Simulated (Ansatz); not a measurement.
One change: `C[O][V](=[O])([OH])[OH]` becomes `[CH3][V](=[O])([OH])[OH]`.

Ansatz, PBE0-D4/def2-TZVP geometries, multiplicity 1. Each molecule was computed in one conformer, which needn't be the lowest.

Scalar relativity is left out up to krypton.

```csv
property,`C[O][V](=[O])([OH])[OH]`
HOMO–LUMO gap (PBE0/def2-TZVPP) / eV,6.45
size of the dipole moment (PBE/def2-TZVPP) / D,1.81
size of the dipole moment (B3LYP/def2-TZVPP) / D,1.82
size of the dipole moment (ωB97M-V/def2-TZVPP) / D,1.71
HOMO–LUMO gap (ωB97M-V/def2-TZVPP) / eV,11.02
LUMO energy (PBE0/def2-TZVPP) / eV,-2.17
```

Q: What does the change do to each property? (Estimate.)

A: Ansatz gave: 
```
                                          property  `[CH3][V](=[O])([OH])[OH]`  shift
              HOMO–LUMO gap (PBE0/def2-TZVPP) / eV                        6.12  -0.33
    size of the dipole moment (PBE/def2-TZVPP) / D                        4.25   2.44
  size of the dipole moment (B3LYP/def2-TZVPP) / D                        4.41   2.59
size of the dipole moment (ωB97M-V/def2-TZVPP) / D                        4.38   2.67
           HOMO–LUMO gap (ωB97M-V/def2-TZVPP) / eV                       10.83  -0.19
                LUMO energy (PBE0/def2-TZVPP) / eV                       -2.45  -0.28
```

With PBE0 the HOMO rises by 0.05 eV and the LUMO falls by 0.28 eV, so the gap narrows by about 0.33 eV. PBE moves the HOMO by 0.01 eV and ωB97M-V by 0.02 eV. The zero-point energy changes by -19.1 kJ/mol with -3 modes. Dipoles are sizes alone; their direction can turn.

B3LYP here is the variant with VWN-RPA as its local correlation; programs differ in this.
